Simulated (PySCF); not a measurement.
A calculated (UHF, PySCF 2.14, pcseg-2, no relativity, point nucleus) atom or ion has these occupied shells.

| shell | electrons | orbital energy (eV) | rms radius, mean of both spins (bohr) |
| --- | --- | --- | --- |
| 1s α | 1 | -4992.9 | 0.0813 |
| 1s β | 1 | -4992.8 | 0.0813 |
| 2s α | 1 | -589.68 | 0.354 |
| 2s β | 1 | -588.57 | 0.354 |
| 2p α | 3 | -490.95 | 0.322 |
| 2p β | 3 | -489.92 | 0.322 |
| 3s α | 1 | -86.961 | 1.09 |
| 3s β | 1 | -83.137 | 1.09 |
| 3p α | 3 | -58.062 | 1.19 |
| 3p β | 3 | -53.613 | 1.19 |
| 3d α | 2 | -19.344 | 1.62 |
| 4s α | 1 | -12.953 | 3.52 |

Q: Name the element and its charge.

A: Ti⁺ (titanium, charge +1), in [Ar] 3d2 4s1, high-spin 4F determinant.
